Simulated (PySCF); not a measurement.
## Ionisation energy of Tl⁴⁶⁺ by level of theory

Tl⁴⁶⁺ [Ar] 3d10 4s2 4p5 [4p1/2^2 4p3/2^3, M_J = 3/2] → Tl⁴⁷⁺ [Ar] 3d10 4s2 4p4 [4p1/2^2 4p3/2^2, M_J = 2], as a difference of total energies. All numbers are calculated (PySCF 2.14, the two-component X2C-1e Hamiltonian, in an uncontracted even-tempered set (16 s from 6.3 bohr⁻², ratio 2.8; 14 p from 8.2 bohr⁻², ratio 2.8; 8 d from 15 bohr⁻², ratio 2.8; 4 f from 38 bohr⁻², ratio 3)). Correlated levels: [Ne] frozen; the 78 highest virtual spinors dropped. "Screened" scales the spin-orbit matrix elements by Boettger's factors to mimic the two-electron term; Breit and QED terms are absent.

```json
{"method": "GHF (spin-free)", "ionisation energy (eV)": "2543.3"}
{"method": "GMP2 (spin-free)", "ionisation energy (eV)": "2544.6"}
{"method": "GHF (screened spin-orbit)", "ionisation energy (eV)": "2500.9"}
{"method": "GMP2 (screened spin-orbit)", "ionisation energy (eV)": "2502.3"}
```

Breit and QED terms and the two-electron picture change are absent.

The spin-free rows relax to the high-spin LS determinant and lack the spin-orbit shift.

The labels give the starting determinants; with spin-orbit coupling the two ends relaxed to ⟨J²⟩ = 3.75, ⟨L²⟩ = 2.10, ⟨S²⟩ = 0.85 and ⟨J²⟩ = 6.00, ⟨L²⟩ = 3.34, ⟨S²⟩ = 1.47.

For comparison: 2508 ± 4 eV (theoretical estimate listed by NIST; NIST Atomic Spectra Database, ionization energies).
